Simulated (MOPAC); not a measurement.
Input file for MOPAC: PM6 on SiW, 2S+1 = 5, a spin state set in the input, which need not be the lowest, a point of a bond scan (R = 2.466 Å).

```
PM6 1SCF PRECISE CHARGE=0 UHF MS=2 THREADS=1
SiW

W      0.00000000 1     0.00000000 1     0.00000000 1
Si     0.00000000 1     0.00000000 1     2.46580500 1
```

It printed:

```
*******************************************************************************
 **                                                                           **
 **                              MOPAC v23.2.5                                **
 **                                                                           **
 *******************************************************************************
 ** MOPAC's Digital Object Identifier: https://doi.org/10.5281/zenodo.6511958 **
 **                                                                           **
 ** Please cite the open-source release paper for use of this MOPAC version:  **
 ** J. E. Moussa and J. J. P. Stewart (2026)                                  **
 ** MOPAC: An open-source semiempirical molecular orbital program             **
 ** J. Open Source Softw., 11(119), 8025, https://doi.org/10.21105/joss.08025 **
 *******************************************************************************

                              PM6 CALCULATION RESULTS

 *******************************************************************************
 *  PM6        - The PM6 Hamiltonian to be used
 *  UHF        - UNRESTRICTED HARTREE-FOCK CALCULATION
 *
 *
 *
 *                 CHARGE ON SYSTEM = 0
 *
 *
 *
 *  MS=        - IN MECI, MAGNETIC COMPONENT OF SPIN =  2.0
 *  PRECISE    - TIGHTER CRITERIA TO BE USED
 *  1SCF       - DO 1 SCF AND THEN STOP
 *  THREADS=1  - MULTI-THREADING NOT USED
 *  T=         - A TIME OF 172800.0 SECONDS REQUESTED
 *  DUMP=N     - RESTART FILE WRITTEN EVERY 7200.0 SECONDS REQUESTED
 *******************************************************************************
PM6 1SCF PRECISE CHARGE=0 UHF MS=2 THREADS=1
 SiW

   ATOM   CHEMICAL          X               Y               Z
  NUMBER   SYMBOL      (ANGSTROMS)     (ANGSTROMS)     (ANGSTROMS)

     1       W          0.00000000  *   0.00000000  *   0.00000000  *
     2      Si          0.00000000  *   0.00000000  *   2.46580500  *



          CARTESIAN COORDINATES

    NO.       ATOM           X           Y           Z

     1         W          0.0000      0.0000      0.0000
     2        Si          0.0000      0.0000      2.4658

 General Reference for PM6:
 "Optimization of Parameters for Semiempirical Methods V: Modification of NDDO Approximations
 and Application to 70 Elements", J. J. P. Stewart, J. Mol. Mod., 13, 1173-1213 (2007)
 URL: https://link.springer.com/article/10.1007/s00894-007-0233-4

           Empirical Formula: W Si  =     2 atoms



      MOLECULAR POINT GROUP   :   C*v


          UHF CALCULATION, NO. OF ALPHA ELECTRONS =    7
                           NO. OF BETA  ELECTRONS =    3

 -------------------------------------------------------------------------------
 PM6 1SCF PRECISE CHARGE=0 UHF MS=2 THREADS=1
 SiW



     1SCF WAS SPECIFIED, SO BFGS WAS NOT USED
     SCF FIELD WAS ACHIEVED


                              PM6 CALCULATION
                                                       MOPAC v23.2.5 Linux




          FINAL HEAT OF FORMATION =        188.56194 KCAL/MOL =     788.94316 KJ/MOL


          COSMO AREA              =        117.85 SQUARE ANGSTROMS
          COSMO VOLUME            =        112.50 CUBIC ANGSTROMS

          IONIZATION POTENTIAL    =          5.824112 EV
          ALPHA SOMO LUMO (EV)    =         -7.487 -1.228
          BETA  SOMO LUMO (EV)    =         -5.824 -1.235
          NO. OF ALPHA ELECTRONS  =          7
          NO. OF BETA  ELECTRONS  =          3
          MOLECULAR WEIGHT        =        211.9355         POINT GROUP:  C*v

          MOLECULAR DIMENSIONS (Angstroms)

            Atom       Atom       Distance
           Si     2    W     1     2.46581
           Si     2    W     1     0.00000
            W     1   Si     2     0.00000


          SCF CALCULATIONS        =          1





   ATOM   CHEMICAL          X               Y               Z
  NUMBER   SYMBOL      (ANGSTROMS)     (ANGSTROMS)     (ANGSTROMS)

     1       W          0.00000000  *   0.00000000  *   0.00000000  *
     2      Si          0.00000000  *   0.00000000  *   2.46580500  *

                             CARTESIAN COORDINATES

   1    W        0.000000000     0.000000000     0.000000000
   2   Si        0.000000000     0.000000000     2.465805000


           Empirical Formula: W Si  =     2 atoms



      MOLECULAR POINT GROUP   :   C*v


          ALPHA EIGENVALUES
 -14.26940  -9.52073  -8.40508  -8.40285  -8.38584  -7.48792  -7.48686  -1.22822
  -0.91486   0.67862   0.90257   0.90999   2.10699   3.23998   3.24192   3.72132
   4.00592   5.01178


           BETA EIGENVALUES
 -14.23620  -8.78432  -5.82411  -1.23525   2.07610   2.23651   2.37109   2.85472
   2.85666   3.01164   3.81912   3.82024   4.22232   4.31571   4.36276   5.47500
   5.63491   5.68373


              NET ATOMIC CHARGES AND DIPOLE CONTRIBUTIONS

  ATOM NO.   TYPE          CHARGE      No. of ELECS.   s-Pop       p-Pop       d-Pop
    1          W          -0.387161        6.3872     1.32853     0.99539     4.06324
    2         Si           0.387161        3.6128     1.82356     1.70985     0.07942
 DIPOLE           X         Y         Z       TOTAL
 POINT-CHG.     0.000     0.000     4.585     4.585
 HYBRID         0.000    -0.000    -4.421     4.421
 SUM            0.000    -0.000     0.164     0.164


          ATOMIC ORBITAL ELECTRON POPULATIONS

     Atom    s        px        py        pz      x^2-y^2     xz        z^2       yz        xy
    1  W   1.32853   0.26093   0.24351   0.49095   0.99766   0.73360   0.61552   0.71822   0.99822
    2 Si   1.82356   0.96000   0.02550   0.72436   0.00191   0.04547   0.01750   0.01277   0.00178


                    (SZ)    =    2.000000
                    (S**2)  =    6.989698


          ATOMIC ORBITAL SPIN POPULATIONS

    Atom   Total    s     px     py     pz   x^2-y^2  xz     z^2    yz     xy
         Atomic
    1  W  5.0658  0.148  0.248  0.244  0.469  0.998  0.694  0.549  0.718  0.998
    2 Si -1.0658 -0.039 -0.921  0.025 -0.126  0.002 -0.022 -0.000  0.013  0.002

 **********************
 *                    *
 * JOB ENDED NORMALLY *
 *                    *
 **********************




 == MOPAC DONE ==
```

The run finished. Its determinant has ⟨S²⟩ = 6.99, a mixture of spin states.

Cost: roughly 0.020 core-seconds.
